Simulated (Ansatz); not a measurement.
`FBB[SiH3]` + H–F → `FBBF` + SiH₄ at 700 K and 1 bar (cleavage of the B–Si bond).

Computed with Ansatz on PBE0-D4/def2-TZVP structures; ΔE is electronic, products minus reactants. CCSD(T)/CBS is the MP2 limit (def2-TZVPP, def2-QZVPP) plus CCSD(T) − MP2 in def2-TZVPP, frozen cores. This one scheme is used for every species. Each species was taken in one conformer, which may not be the lowest.

| species | CCSD(T)/CBS energy (Eh) | H − E (kJ/mol) | S (J/(mol·K)) |
| --- | --- | --- | --- |
| `FBB[SiH3]` | -441.45936 | 205.7 | 443.3 |
| H–F | -100.39570 | 45.2 | 198.5 |
| `FBBF` | -250.44368 | 127.9 | 360.0 |
| SiH₄ | -291.46306 | 115.5 | 252.9 |

H − E and S are ideal-gas, rigid-rotor, harmonic terms from PBE0-D4/def2-TZVP, for one conformer and one mirror image of each species. 1 Eh = 2625.50 kJ/mol, R = 8.31446 J/(mol·K).

Question: By hand: ΔE, ΔH, ΔS and ΔG.

Answer: ΔE = (-250.44368) + (-291.46306) − (-441.45936) − (-100.39570) = -0.05168 Eh = -135.7 kJ/mol. Δ(H − E) = 127.9 + 115.5 − 205.7 − 45.2 = -7.5, so ΔH = -143.2 kJ/mol. ΔS = 360.0 + 252.9 − 443.3 − 198.5 = -28.9 J/(mol·K). ΔG = -143.2 − 700 × (-28.9)/1000 = -123.0 kJ/mol.

Question: By hand: the equilibrium constant, and the temperature at which ΔG would vanish if ΔH and ΔS stayed fixed.

Answer: log₁₀ K = −ΔG/(RT ln 10) = 9.2. ΔG = 0 at ΔH/ΔS = 4955 K, far beyond where these terms or the molecules hold.

ΔH outweighs TΔS. A doubt of 5 kJ/mol in ΔE shifts log₁₀ K by 0.4 here. Other conformers and mirror images would add mixing entropy, several J/(mol·K) or more a flexible species. Modes under 60 cm⁻¹, often nearly free rotors, make the harmonic entropy too high. These are equilibria of isolated gas molecules and say nothing of rates. Largest T1 diagnostic: 0.014 (customary marks: 0.02 for closed shells, 0.045 for open ones).
